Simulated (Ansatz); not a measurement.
Geometry optimisation, Ansatz, RKS PBE/def2-SVP.

Input file:

```yaml
crystal:
  periodic: [false, false, false]
  atoms:
    - { symbol: Ge, position_ang: [0.0, 0.0, 0.0] }
    - { symbol: F, position_ang: [0.0, 0.0, 1.68] }
    - { symbol: O, position_ang: [1.6691, 0.0, -0.5894] }
    - { symbol: H, position_ang: [1.9855, -0.9521, -0.7061] }
    - { symbol: O, position_ang: [-0.8337, 1.4443, -0.5894] }
    - { symbol: H, position_ang: [-1.7915, 1.2136, -0.8118] }
    - { symbol: F, position_ang: [-0.7913, -1.3709, -0.5594] }
basis:
  gaussian: { orbitals: def2-SVP }
hamiltonian:
  xc: pbe
relax:
  f_tol: 0.02
  max_steps: 40
```

Launched with:

```bash
$ ansatz run input.yaml --threads 2 --pin off --max-ram 3072MiB --backend cpu --events-out ev --progress --plain --runs-dir out
```

Q: Where does it end, and by what steps?

A: It converged. The force dipped under the threshold on the way, but the program's further checks kept it going. After 12 steps the energy has fallen by 0.226 eV; H4 moved furthest, 0.55 Å.

```tsv
step	energy less start (eV)	largest force component (eV/Å)	accepted
0	0.0000	2.051	yes
1	-0.1524	1.046	yes
2	-0.1933	0.131	yes
3	-0.1964	0.064	yes
4	-0.2015	0.313	yes
5	-0.2197	0.058	yes
6	-0.2226	0.064	yes
7	-0.2251	0.017	yes
8	-0.2241	0.256	no
9	-0.2256	0.016	yes
10	-0.2256	0.075	yes
11	-0.2257	0.036	yes
12	-0.2258	0.002	yes
```

```xyz
7
Properties=species:S:1:pos:R:3
Ge -0.026 -0.054 -0.132
F 0.125 -0.147 1.602
O 1.574 -0.140 -0.856
H 2.176 -0.655 -0.285
O -0.802 1.427 -0.676
H -1.773 1.318 -0.682
F -1.035 -1.414 -0.548
```

Whether the end is a true minimum wasn't checked by a vibrational analysis.

The run took 22 s on 2 threads of Arm Neoverse V1, with other jobs on the host, peak memory 0.12 GiB.
